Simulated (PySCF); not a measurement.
# Re (rhenium, neutral) across methods

[Xe] 4f14 5d4 6s2 6p1, one real determinant (an excited configuration). All numbers are calculated (PySCF 2.14, a scalar-relativistic core potential, in aug-cc-pwCVTZ-PP with ECP60MDF (8s8p7d4f3g, 122 functions)). The B2PLYP total includes its PT2 part (frozen core); its orbital energies are those of the SCF part.

```tsv
method	E (hartree)	mean ε 6s α (eV)	mean ε 6s β (eV)	mean ε 6p α (eV)	Σ⟨r²⟩ (bohr²)	⟨S²⟩
PBE	-78.2978	-8.250	-6.373	-2.865	67.07	8.757
UHF	-77.64881	-11.395	-7.931	-5.137	68.43	8.793
BLYP	-78.2551	-7.956	-6.549	-2.646	67.61	8.756
r2SCAN	-78.3025	-8.516	-6.324	-2.955	66.87	8.771
PBE0	-78.2630	-9.134	-6.968	-3.436	66.93	8.758
B2PLYP	-78.0815	-9.860	-7.617	-3.956	67.73	8.764
```

Q: Estimate the same row for LDA.

A: E (hartree) = -78.1102; mean ε 6s α (eV) = -8.438; mean ε 6s β (eV) = -6.709; mean ε 6p α (eV) = -2.970; Σ⟨r²⟩ (bohr²) = 66.70; ⟨S²⟩ = 8.756.

⟨L²⟩ = 7.99 against 12 for a pure F term, so this real determinant mixes terms. Energies and moments cover only the electrons outside the core potential. Spin-orbit coupling, absent here, splits the open shell strongly.
